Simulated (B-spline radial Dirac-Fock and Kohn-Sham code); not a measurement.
# K-line shifts caused by a second vacancy in F⁻

System: the F⁻ ion, configuration [He] 2s2 2p6.

The run's input, task.json:

```json
{"items": [{
  "Z": 9,
  "q": -1,
  "cfg": [[1, 0, 2], [2, 0, 2], [2, 1, 6]],
  "A": 19,
  "rrms": 2.8976,
  "do": ["binding", "quiet", "double"]
}]}
```

Run with: `python xray_run.py task.json out`

Calculated with an atomic code on a B-spline grid, using Dirac-Fock ΔSCF + Breit + QED. Each two-hole energy is an average over J within one jj subconfiguration, not an observable level; in light atoms, where LS coupling holds, the j-resolved values are not observed lines, and for a K spectator the Kα1 hypersatellite is nearly forbidden. No correlation.

Lines without a spectator: Kα2 (K-L2) 677.6 eV, Kα1 (K-L3) 677.6 eV. Shifts in eV with one spectator hole (a dash: not computed, or left out as unreliable):

| spectator hole | Kα2 | Kα1 |
| --- | --- | --- |
| K (1s) | +86.0 | +86.0 |
| L2 (2p1/2) | +2.41 | +3.59 |
| L3 (2p3/2) | +3.54 | +3.17 |

With n spectator holes in 2p, averaged over the 2p shell (energies in eV):

| n | KαLⁿ | step | hypersatellite KαʰLⁿ |
| --- | --- | --- | --- |
| 0 | 677.6 | – | 763.6 |
| 1 | 680.9 | +3.3 | 768.7 |
| 2 | 686.0 | +5.1 | 775.5 |
| 3 | 692.7 | +6.7 | 783.8 |
| 4 | 701.0 | +8.3 | 793.6 |
| 5 | 710.9 | +9.9 | 804.8 |
